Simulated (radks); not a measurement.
Cu2+, configuration [Ar] 3d9.

Method: scalar-relativistic Kohn-Sham, SCAN, spin-polarised, spherical densities, finite nucleus; open shells are filled with parallel spins first; meta-GGA in the generalised Kohn-Sham scheme; Fermi nuclear charge, rms radius 3.8823 fm; computed with a radial shooting solver on a logarithmic mesh with Libxc functionals.

Energy parts (eV):
total: -45012.752
kinetic: 45684.959
electron-nucleus: -107710.212
Hartree: 18844.088
exchange-correlation: -1831.588

Orbitals (lengths in bohr, moments of r in powers of bohr):
orbital  occ.  eigenvalue (eV)      <r>
1s up       1        -8904.514  0.05214
1s down     1        -8904.512  0.05214
2s up       1        -1099.685   0.2348
2s down     1        -1098.846   0.2347
2p up       3        -950.6282   0.2064
2p down     3        -950.0045   0.2063
3s up       1        -145.2137   0.7087
3s down     1        -143.6990   0.7097
3p up       3        -100.8376   0.7437
3p down     3         -99.3347   0.7454
3d up       5         -30.4108   0.9114
3d down     4         -29.0102   0.9253

The highest occupied level is 3d down at -29.010 eV. The spin density at the nucleus is -0.353 e/bohr^3 (1s -0.012, 2s -1.010, 3s 0.668). Spin moment in Bohr magnetons: 1. The electron density at the nucleus is 2.238e+04 e/bohr^3 (large components only). Summed over all electrons, <r^2> = 15.44 bohr^2, which gives a Langevin (diamagnetic) susceptibility term of -12.2 x 10^-6 cm^3/mol. For comparison, the ionisation energy in NIST's Atomic Spectra Database is 36.84 eV (measured). In exact Kohn-Sham theory the highest level is minus the ionisation energy, but local and semilocal functionals leave it too shallow, through self-interaction and a potential that decays too fast; potentials with the right tail come closer. The density falls to 0.001 e/bohr^3 at r = 2.91 bohr.

Run on one thread of a shared host, so times are rough (Intel(R) Xeon(R) Platinum 8375C CPU @ 2.90GHz): 0.15 s of CPU time, 0.15 s wall, 15 iterations on 2189 mesh points.
